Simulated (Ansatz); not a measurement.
Ideal-gas functions of `[BH2][GaH][OH]` at 500 K and 1 bar, from an Ansatz frequency run at PBE0-D4/def2-TZVP.

Molar mass 100.57 g/mol, point group Cs (symmetry number 1), electronic degeneracy 1, moments of inertia 28.124, 89.363, 113.325 u Å². Harmonic wavenumbers (cm⁻¹, unscaled): 137, 179, 318, 479, 520, 590, 604, 681, 838, 867, 1153, 1979, 2577, 2660, 3908.

Use S(trans) = R[1.5 ln M + 2.5 ln T − 1.1517]; rotational temperatures θ = 24.2544 K / I; S(rot) = R[ln(√π/σ · √(T³/θAθBθC)) + 1.5]; for each mode x = 1.438777 ν̃/T, S = R[x/(eˣ − 1) − ln(1 − e⁻ˣ)] and H = RT x/(eˣ − 1); 1 cm⁻¹ = 0.0119627 kJ/mol; R = 8.31446 J/(mol·K).

Question: By hand: the entropy, in J/(mol·K).

Answer: Translation 177.1. Rotation: θ = 0.8624, 0.2714, 0.214 K, giving 107.2. Vibration, mode by mode: 16.11, 13.92, 9.34, 6.27, 5.70, 4.85, 4.69, 3.94, 2.76, 2.58, 1.34, 0.19, 0.04, 0.03, 0.00, in all 71.8. Electronic 0.0. Sum 356.1 J/(mol·K).

Question: By hand: H − E and G − E in kJ/mol, counted from the electronic energy.

Answer: Zero-point energy ½ × 17490 × 0.0119627 = 104.6; thermal vibration 19.8; translation, rotation and pV give 4 RT = 16.6. H − E = 141.0 kJ/mol, and G − E = 141.0 − 500 × 356.1/1000 = -37.1 kJ/mol.

Vibration gives 20 % of the entropy, 16.1 J/(mol·K) of it from the mode under 150 cm⁻¹: soft modes count most, and the harmonic formula is weakest for them. The sum counts one conformer and one mirror image; others add a mixing term.
